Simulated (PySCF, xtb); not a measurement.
Ge(H)(OH)(NH2)2 (GeH6N2O), SMILES [NH2][GeH]([NH2])[OH].

xtb with GFN2-xTB at its own geometry gives an orbital gap of 7.61 eV and a dipole moment of 1.25 D.

Geometry: B3LYP-D3(BJ)/def2-SVP. This is a generated structure with no PubChem entry under its InChIKey; it may be hypothetical. Other conformers were not sampled.

Task: What does PBE/def2-TZVP (PySCF) give? (An estimate is asked for; the answer gives what the named calculation found.)

Result: gap 5.69 eV (levels -5.86 and -0.17 eV), dipole 1.45 D.
